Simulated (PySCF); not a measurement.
Ligands exchanged one at a time, In F-CH3. Gas-phase values, no solvent. Strings in code marks are SMILES.

Method: B3LYP-D3(BJ)/def2-TZVP (PySCF). All candidates: neutral, multiplicity 1. B3LYP has the VWN-RPA correlation part, as in Gaussian. 

```json
{
  "HOMO–LUMO gap": "6.16 eV",
  "dipole_moment": "3.76 D",
  "LUMO": "-1.34 eV"
}
```

**Question.** Which member has these values?
A) `[CH3][In]([CH3])[CH3]`
B) `[CH3][In]([F])[F]`
C) `[CH3][In]([CH3])[F]`
D) `[F][In]([F])[F]`

**Answer.** C, `[CH3][In]([CH3])[F]`. The others give `[CH3][In]([F])[F]`: 6.83 eV, 4.72 D, -2.16 eV; `[CH3][In]([CH3])[CH3]`: 5.57 eV, 0.01 D, -1.18 eV; `[F][In]([F])[F]`: 6.94 eV, 0.00 D, -3.94 eV
